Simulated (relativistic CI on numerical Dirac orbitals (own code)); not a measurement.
## Os5+: resonant inelastic scattering at the L2,3 edge

Computed with this model: Dirac-Coulomb-Breit CI, orbitals from a KLI potential per configuration, model QED, Kramers-Heisenberg scattering through one core-hole configuration in a parametric crystal field, unscaled Slater integrals; configurations [Xe] 4f14 5d3 → [He] 2s2 2p5 3s2 3p6 3d10 4s2 4p6 4d10 4f14 5s2 5p6 5d4; 300 K; core-hole width 5 eV; summed over polarisations. Incident energies are the highest absorption maxima for each field (at most a few, so the weaker spin-orbit partner edge can be absent), on the computed scale of the free ion. Intensities are in per cent of the strongest line above 0.02 eV; levels within 1 cm⁻¹ are merged; final levels count from the ground level, the first row holds all elastic scattering, lines under 0.4 are left out and each table stops after 24 rows. The scale of the Slater integrals is a model choice and moves the terms in proportion.

Field parameters in Wybourne normalisation: D4h B²₀ = −7Ds, B⁴₀ = 21(Dq − Dt), B⁴₄ = 21√(5/14) Dq. The field is a parameter set, without covalency.

S is read from ⟨S²⟩ = S(S + 1).

D4h, 10Dq = 27500, Ds = -1500, Dt = -300 cm⁻¹:

```tsv
Final level (eV)	Degeneracy	Irrep	S	10877.5 eV	12391 eV
0.000	2	Γ6	1.46	2931.7	301.1
0.018	2	Γ7	1.47	4.6	17.3
1.887	2	Γ6	0.69	16.5	46.2
2.067	2	Γ7	0.71	6.3	32.4
2.255	2	Γ6	0.61	10.4	7.5
2.266	2	Γ7	0.57	11.7	7.5
2.470	2	Γ6	0.59	20.6	32.6
3.283	2	Γ7	1.30	29.3	25.5
3.409	2	Γ6	1.36	61.0	32.2
3.638	2	Γ7	1.14	39.9	24.9
3.649	2	Γ6	1.41	100.0	2.8
3.832	2	Γ7	0.93	20.6	30.4
3.970	2	Γ6	1.42	49.2	6.3
3.995	2	Γ7	1.31	46.8	8.9
4.124	2	Γ7	1.20	34.0	6.5
4.197	2	Γ6	0.74	26.2	7.8
4.860	2	Γ6	1.33	52.8	3.4
4.948	2	Γ7	1.37	21.0	6.6
4.957	2	Γ7	1.36	24.1	2.4
5.108	2	Γ6	1.35	35.8	4.8
5.471	2	Γ6	0.69	10.6	4.0
5.678	2	Γ7	1.04	19.0	4.1
5.755	2	Γ7	0.79	17.8	2.5
5.763	2	Γ6	1.25	10.2	3.9
```

D4h, 10Dq = 27500, Ds = -860, Dt = -300 cm⁻¹:

```tsv
Final level (eV)	Degeneracy	Irrep	S	10877.5 eV	12391 eV
0.000	2	Γ6	1.46	3223.9	335.0
0.010	2	Γ7	1.47	4.8	16.5
1.988	2	Γ6	0.69	14.3	50.5
2.036	2	Γ7	0.71	8.2	40.6
2.264	2	Γ6	0.58	11.4	6.2
2.279	2	Γ7	0.57	11.3	6.5
2.464	2	Γ6	0.59	23.4	34.3
3.333	2	Γ7	1.29	36.0	29.0
3.426	2	Γ6	1.33	64.9	34.3
3.636	2	Γ7	1.14	46.8	31.0
3.788	2	Γ6	1.41	100.0	3.5
3.799	2	Γ7	1.03	34.8	27.4
4.001	2	Γ7	1.31	54.2	9.6
4.009	2	Γ6	1.37	61.7	8.2
4.128	2	Γ6	0.89	29.7	7.5
4.155	2	Γ7	1.12	35.6	8.4
4.855	2	Γ6	1.31	61.3	2.9
5.026	2	Γ7	1.32	29.0	2.6
5.080	2	Γ7	1.42	17.1	7.6
5.107	2	Γ6	1.36	34.2	4.8
5.486	2	Γ7	1.31	30.5	3.6
5.568	2	Γ6	1.01	10.5	6.3
5.618	2	Γ6	1.18	17.0	4.1
5.778	2	Γ7	0.66	9.2	4.1
```

D4h, 10Dq = 27500, Ds = -210, Dt = -300 cm⁻¹:

| Final level (eV) | Degeneracy | Irrep | S | 10877.5 eV | 12391 eV |
| --- | --- | --- | --- | --- | --- |
| 0.000 | 2 | Γ6 | 1.47 | 3649.0 | 381.3 |
| 0.004 | 2 | Γ7 | 1.46 | 5.2 | 16.3 |
| 1.983 | 2 | Γ7 | 0.70 | 11.7 | 50.7 |
| 2.047 | 2 | Γ6 | 0.69 | 12.9 | 53.4 |
| 2.258 | 2 | Γ7 | 0.58 | 11.8 | 6.9 |
| 2.281 | 2 | Γ6 | 0.56 | 13.4 | 7.2 |
| 2.458 | 2 | Γ6 | 0.59 | 26.5 | 37.8 |
| 3.376 | 2 | Γ7 | 1.29 | 43.0 | 32.9 |
| 3.441 | 2 | Γ6 | 1.30 | 70.2 | 37.3 |
| 3.631 | 2 | Γ7 | 1.17 | 58.0 | 37.5 |
| 3.786 | 2 | Γ7 | 1.13 | 51.3 | 25.0 |
| 3.899 | 2 | Γ6 | 1.40 | 100.0 | 4.1 |
| 3.966 | 2 | Γ6 | 1.20 | 58.7 | 12.2 |
| 3.977 | 2 | Γ7 | 1.27 | 58.9 | 13.1 |
| 4.135 | 2 | Γ6 | 1.15 | 54.9 | 7.5 |
| 4.198 | 2 | Γ7 | 1.03 | 39.9 | 9.6 |
| 4.844 | 2 | Γ6 | 1.30 | 71.3 | 2.6 |
| 5.116 | 2 | Γ7 | 1.34 | 34.0 | 3.9 |
| 5.143 | 2 | Γ6 | 1.36 | 34.8 | 5.0 |
| 5.235 | 2 | Γ7 | 1.41 | 18.2 | 8.3 |
| 5.254 | 2 | Γ7 | 1.34 | 29.6 | 3.4 |
| 5.412 | 2 | Γ6 | 1.43 | 18.2 | 9.2 |
| 5.657 | 2 | Γ6 | 0.73 | 16.9 | 2.9 |
| 5.797 | 2 | Γ7 | 0.68 | 9.3 | 4.7 |

For the first field the strongest loss at the lowest incident energy is the level at 3.65 eV (S = 1.41, against 1.46 in the thermal ground state). Levels of other spin, the first over 8 % at 1.89 eV, appear because spin-orbit coupling of the core hole, and in heavier ions of the valence shell too, mixes spins.
